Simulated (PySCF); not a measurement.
PySCF input for GeI4, SMILES [I][Ge]([I])([I])[I], ωB97X-D3(BJ)/def2-SVP. 

```python
import numpy as np
from pyscf import gto, scf, dft
from pyscf.geomopt import geometric_solver

mol = gto.M(
    atom='''
    I    -1.47914457   -1.47914457    1.47914458
    Ge    0.00000000   -0.00000000    0.00000000
    I     1.47914458   -1.47914457   -1.47914457
    I     1.47914457    1.47914458    1.47914457
    I    -1.47914457    1.47914457   -1.47914458
    ''',
    basis='def2-SVP',
    ecp={'I': 'def2-svp'},
    charge=0,
    spin=0,
    max_memory=1600,
    verbose=3,
)
mf = dft.RKS(mol, xc='wb97x-d3bj').density_fit(auxbasis='def2-universal-jkfit')
mf.grids.level = 3
mf.conv_tol = 1e-9
mf.max_cycle = 100
mf.kernel()
conv, mol_eq = geometric_solver.kernel(mf, convergence_set='GAU_TIGHT', maxsteps=100)
print(mol_eq.tostring(format='xyz'))
mf.reset(mol_eq)
mf.kernel()
```

Program output:

```
converged SCF energy = -3268.02449039997
[banner and settings of the optimiser left out]
Geometry optimization cycle 1
Cartesian coordinates (Angstrom)
 Atom        New coordinates             dX        dY        dZ
   I  -1.479145  -1.479145   1.479145    0.000000  0.000000  0.000000
  Ge   0.000000   0.000000   0.000000    0.000000  0.000000  0.000000
   I   1.479145  -1.479145  -1.479145    0.000000  0.000000  0.000000
   I   1.479145   1.479145   1.479145    0.000000  0.000000  0.000000
   I  -1.479145   1.479145  -1.479145    0.000000  0.000000  0.000000

WARN: Mole.unit (angstrom) is changed to Bohr

converged SCF energy = -3268.02449039994
--------------- DFRKS_Scanner gradients ---------------
         x                y                z
0 I    -0.0121548612    -0.0121548632     0.0121548590
1 Ge    -0.0000000032    -0.0000000023    -0.0000000034
2 I     0.0121548645    -0.0121548601    -0.0121548585
3 I     0.0121548678     0.0121548651     0.0121548673
4 I    -0.0121548567     0.0121548584    -0.0121548589
----------------------------------------------
cycle 1: E = -3268.0244904  dE = -3268.02  norm(grad) = 0.0421057
Step    0 : Gradient = 1.883e-02/2.105e-02 (rms/max) Energy = -3268.0244903999
Hessian Eigenvalues: 5.00000e-02 5.00000e-02 5.00000e-02 ... 2.50000e-01 2.50000e-01 2.50000e-01

Geometry optimization cycle 2
Cartesian coordinates (Angstrom)
 Atom        New coordinates             dX        dY        dZ
   I  -1.414595  -1.414595   1.414595    0.064550  0.064550 -0.064550
  Ge  -0.000000   0.000000  -0.000000   -0.000000  0.000000 -0.000000
   I   1.414595  -1.414595  -1.414595   -0.064550  0.064550  0.064550
   I   1.414595   1.414595   1.414595   -0.064550 -0.064550 -0.064550
   I  -1.414595   1.414595  -1.414595    0.064550 -0.064550  0.064550
converged SCF energy = -3268.03142242516
--------------- DFRKS_Scanner gradients ---------------
         x                y                z
0 I     0.0040490984     0.0040490992    -0.0040490989
1 Ge     0.0000000066     0.0000000022     0.0000000118
2 I    -0.0040490937     0.0040490949     0.0040490941
3 I    -0.0040491038    -0.0040491039    -0.0040491024
4 I     0.0040490935    -0.0040490909     0.0040490919
----------------------------------------------
cycle 2: E = -3268.03142243  dE = -0.00693203  norm(grad) = 0.0140265
Step    1 : Displace = 1.000e-01/1.118e-01 (rms/max) Trust = 1.000e-01 (=) Grad = 6.273e-03/7.013e-03 (rms/max) E (change) = -3268.0314224252 (-6.932e-03) Quality = 0.658
Hessian Eigenvalues: 5.00000e-02 5.00000e-02 5.00000e-02 ... 2.50000e-01 2.50000e-01 2.50000e-01

Geometry optimization cycle 3
Cartesian coordinates (Angstrom)
 Atom        New coordinates             dX        dY        dZ
   I  -1.430725  -1.430725   1.430725   -0.016130 -0.016130  0.016130
  Ge  -0.000000   0.000000  -0.000000   -0.000000 -0.000000  0.000000
   I   1.430725  -1.430725  -1.430725    0.016130 -0.016130 -0.016130
   I   1.430725   1.430725   1.430725    0.016130  0.016130  0.016130
   I  -1.430725   1.430725  -1.430725   -0.016130  0.016130 -0.016130
converged SCF energy = -3268.0319960472
--------------- DFRKS_Scanner gradients ---------------
         x                y                z
0 I    -0.0007361069    -0.0007361064     0.0007361061
1 Ge     0.0000000037     0.0000000017    -0.0000000089
2 I     0.0007361022    -0.0007361011    -0.0007361041
3 I     0.0007361076     0.0007361043     0.0007361064
4 I    -0.0007361035     0.0007361027    -0.0007361036
----------------------------------------------
cycle 3: E = -3268.03199605  dE = -0.000573622  norm(grad) = 0.00254994
Step    2 : Displace = 2.499e-02/2.794e-02 (rms/max) Trust = 1.000e-01 (=) Grad = 1.140e-03/1.275e-03 (rms/max) E (change) = -3268.0319960472 (-5.736e-04) Quality = 0.775
Hessian Eigenvalues: 5.00000e-02 5.00000e-02 5.00000e-02 ... 2.50000e-01 2.50000e-01 2.50000e-01

Geometry optimization cycle 4
Cartesian coordinates (Angstrom)
 Atom        New coordinates             dX        dY        dZ
   I  -1.428244  -1.428243   1.428244    0.002481  0.002481 -0.002481
  Ge  -0.000000  -0.000000   0.000000   -0.000000 -0.000000  0.000000
   I   1.428243  -1.428244  -1.428243   -0.002481  0.002481  0.002481
   I   1.428243   1.428244   1.428243   -0.002481 -0.002481 -0.002481
   I  -1.428244   1.428243  -1.428243    0.002481 -0.002481  0.002481
converged SCF energy = -3268.03202034369
--------------- DFRKS_Scanner gradients ---------------
         x                y                z
0 I    -0.0000352176    -0.0000352163     0.0000352204
1 Ge    -0.0000000050    -0.0000000013     0.0000000007
2 I     0.0000352171    -0.0000352170    -0.0000352184
3 I     0.0000352170     0.0000352172     0.0000352197
4 I    -0.0000352141     0.0000352153    -0.0000352144
----------------------------------------------
cycle 4: E = -3268.03202034  dE = -2.42965e-05  norm(grad) = 0.000121995
Step    3 : Displace = 3.844e-03/4.298e-03 (rms/max) Trust = 1.414e-01 (+) Grad = 5.456e-05/6.100e-05 (rms/max) E (change) = -3268.0320203437 (-2.430e-05) Quality = 1.173
Hessian Eigenvalues: 5.00000e-02 5.00000e-02 5.00000e-02 ... 2.50000e-01 2.50000e-01 2.50000e-01

Geometry optimization cycle 5
Cartesian coordinates (Angstrom)
 Atom        New coordinates             dX        dY        dZ
   I  -1.428119  -1.428119   1.428119    0.000125  0.000125 -0.000125
  Ge  -0.000000   0.000000  -0.000000    0.000000  0.000000 -0.000000
   I   1.428119  -1.428119  -1.428119   -0.000125  0.000125  0.000125
   I   1.428119   1.428119   1.428119   -0.000125 -0.000125 -0.000125
   I  -1.428119   1.428119  -1.428119    0.000125 -0.000125  0.000125
converged SCF energy = -3268.03202051988
--------------- DFRKS_Scanner gradients ---------------
         x                y                z
0 I     0.0000003531     0.0000003517    -0.0000003533
1 Ge    -0.0000000004    -0.0000000030     0.0000000012
2 I    -0.0000003525     0.0000003544     0.0000003523
3 I    -0.0000003527    -0.0000003507    -0.0000003511
4 I     0.0000003540    -0.0000003535     0.0000003556
----------------------------------------------
cycle 5: E = -3268.03202052  dE = -1.7619e-07  norm(grad) = 1.22249e-06
Step    4 : Displace = 1.931e-04/2.160e-04 (rms/max) Trust = 2.000e-01 (+) Grad = 5.467e-07/6.138e-07 (rms/max) E (change) = -3268.0320205199 (-1.762e-07) Quality = 3.539
Hessian Eigenvalues: 5.00000e-02 5.00000e-02 5.00000e-02 ... 2.50000e-01 2.50000e-01 2.50000e-01

Geometry optimization cycle 6
Cartesian coordinates (Angstrom)
 Atom        New coordinates             dX        dY        dZ
   I  -1.428120  -1.428120   1.428120   -0.000001 -0.000001  0.000001
  Ge  -0.000000   0.000000  -0.000000   -0.000000  0.000000 -0.000000
   I   1.428120  -1.428120  -1.428120    0.000001 -0.000001 -0.000001
   I   1.428120   1.428120   1.428120    0.000001  0.000001  0.000001
   I  -1.428120   1.428120  -1.428120   -0.000001  0.000001 -0.000001
converged SCF energy = -3268.03202051863
--------------- DFRKS_Scanner gradients ---------------
         x                y                z
0 I    -0.0000000609    -0.0000000649     0.0000000626
1 Ge     0.0000000045    -0.0000000039     0.0000000065
2 I     0.0000000675    -0.0000000659    -0.0000000627
3 I     0.0000000617     0.0000000604     0.0000000610
4 I    -0.0000000694     0.0000000721    -0.0000000685
----------------------------------------------
cycle 6: E = -3268.03202052  dE = 1.25101e-09  norm(grad) = 2.24991e-07
Step    5 : Displace = 1.916e-06/2.167e-06 (rms/max) Trust = 2.828e-01 (+) Grad = 1.006e-07/1.212e-07 (rms/max) E (change) = -3268.0320205186 (+1.251e-09) Quality = -252.737
Hessian Eigenvalues: 5.00000e-02 5.00000e-02 5.00000e-02 ... 2.50000e-01 2.50000e-01 2.50000e-01
Converged! =D

5
XYZ from PySCF
I          -1.42812010       -1.42811997        1.42812002
Ge         -0.00000012        0.00000005       -0.00000013
I           1.42811991       -1.42812012       -1.42812010
I           1.42811996        1.42812014        1.42811983
I          -1.42812023        1.42812006       -1.42812022
converged SCF energy = -3268.03202051863
```

The run converged.

Cost: about 4 core-minutes (a rough figure).
